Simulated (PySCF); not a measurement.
## Ionisation energy of Ar¹⁵⁺ by level of theory

Ar¹⁵⁺ [He] 2s1 (2S) → Ar¹⁶⁺ 1s2 (1S), as a difference of total energies. All numbers are calculated (PySCF 2.14, the non-relativistic Hamiltonian (point nucleus), in an even-tempered Gaussian basis (17 s from 2.4 bohr⁻², ratio 2.2; 9 p from 3.8 bohr⁻², ratio 2.4; 6 d from 11 bohr⁻², ratio 2.4; 5 f from 17 bohr⁻², ratio 2.4; 4 g from 26 bohr⁻², ratio 2.4)). Correlated levels: nothing frozen; virtual orbitals above 40 to 60 times the deepest correlated orbital energy dropped. The calculations carry no spin-orbit coupling.

| method | ionisation energy (eV) |
| --- | --- |
| UHF | 913.91 |
| LDA | 912.49 |
| PBE | 915.48 |
| PBE0 | 915.15 |
| r2SCAN | 913.23 |
| B3LYP | 915.62 |
| B2PLYP | 915.19 |
| MP2 (all electrons) | 914.06 |
| SCS-MP2 (all electrons) | 914.05 |

These non-relativistic numbers lack the scalar-relativistic shift.

For comparison: 918.38 eV (theoretical estimate listed by NIST; NIST Atomic Spectra Database, ionization energies).
